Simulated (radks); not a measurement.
Ionisation ladder of tellurium, from Te XLV to Te LII. Each ion is in the ground configuration listed by NIST, and IE = E(next ion) - E(this ion), with E = 0 for the bare nucleus. Method: Dirac Kohn-Sham, PBE, spin-unpolarised, spherical densities, point nucleus; open shells are shared between the two j in proportion to 2j + 1; computed with a radial shooting solver on a logarithmic mesh with Libxc functionals.

species,configuration,E (hartree),"IE, Delta-SCF (eV)",-e(HOMO) (eV),HOMO,<r> HOMO (bohr),"IE, NIST (eV)",kind,error (eV)
Te XLV,[He] 2s2 2p4,-4599.31461,7591.5,7376.4,2p3/2,0.102,7485,theory,+106.5
Te XLVI,[He] 2s2 2p3,-4320.33281,7824.0,7606.1,2p3/2,0.101,7714,theory,+110.0
Te XLVII,[He] 2s2 2p2,-4032.80711,8057.7,7837.3,2p3/2,0.100,8240,theory,-182.3
Te XLVIII,[He] 2s2 2p1,-3736.69099,8292.1,8069.5,2p3/2,0.0995,8499,theory,-206.9
Te XLIX,[He] 2s2,-3431.96305,8852.3,8754.0,2s1/2,0.113,8821,theory,+31.3
Te L,[He] 2s1,-3106.64881,9043.5,8949.5,2s1/2,0.112,9040.8,theory,+2.6
Te LI,[He],-2774.30712,37358,36943,1s1/2,0.0276,37196.5,theory,+161.6
Te LII,1s1,-1401.42283,38135,37767,1s1/2,0.0275,38177.7,theory,-43.1

Reference values: NIST Atomic Spectra Database (exp. = measured, semi-emp. = semi-empirical, theory = theoretical value adopted there). The ionisation energy per charge of the ion left behind rises most, in proportion, at Te LI ([He]), from 180.87 to 732.51 eV. Spin polarisation and multiplet splitting are left out, so open shells lie too high by an amount that depends on their filling. Sharing an open shell by 2j + 1 raises it above the true ground level by a part of the spin-orbit splitting, which enters the differences from NIST. Nuclear size, the Breit interaction and QED, all absent here, shift the 1s and 2s values of heavy ions.

Beside tabulated values, note that spin-unpolarised runs miss the spin-polarisation part of the exchange energy of open shells.
